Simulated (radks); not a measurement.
Li-, 4 electrons, occupied as [He] 2s2. Calculated with a radial shooting solver on a logarithmic mesh with Libxc functionals: non-relativistic Kohn-Sham, PBE, spin-polarised, spherical densities, point nucleus; hard spherical wall at 7 bohr.

Normalised radial functions P(r) = r R(r), r in bohr:

r,1s,2p
0.03593,0.2994,0.0006
0.04354,0.3545,0.0009
0.05276,0.4178,0.0013
0.06392,0.4896,0.0019
0.07745,0.5698,0.0028
0.09385,0.6575,0.0040
0.1137,0.7511,0.0057
0.1378,0.8478,0.0081
0.1669,0.9432,0.0114
0.2023,1.0315,0.0160
0.2451,1.1053,0.0222
0.297,1.1562,0.0306
0.357,1.1756,0.0412
0.4325,1.1579,0.0556
0.5241,1.0968,0.0741
0.635,0.9923,0.0975
0.7694,0.8508,0.1266
0.9323,0.6847,0.1621
1.13,0.5116,0.2046
1.369,0.3497,0.2543
1.658,0.2150,0.3118
2.01,0.1180,0.3790
2.435,0.0562,0.4494
2.95,0.0226,0.5126
3.575,0.0074,0.5493
4.331,0.0019,0.5270
5.248,0.0004,0.4044
6.359,0.0000,0.1633

1s: eigenvalue -42.493 eV, 0 radial nodes, <r> = 0.584 bohr, 90 % of the charge inside 1.06 bohr. 2p (empty): eigenvalue 6.071 eV, 0 radial nodes, <r> = 3.68 bohr, 90 % of the charge inside 5.28 bohr.
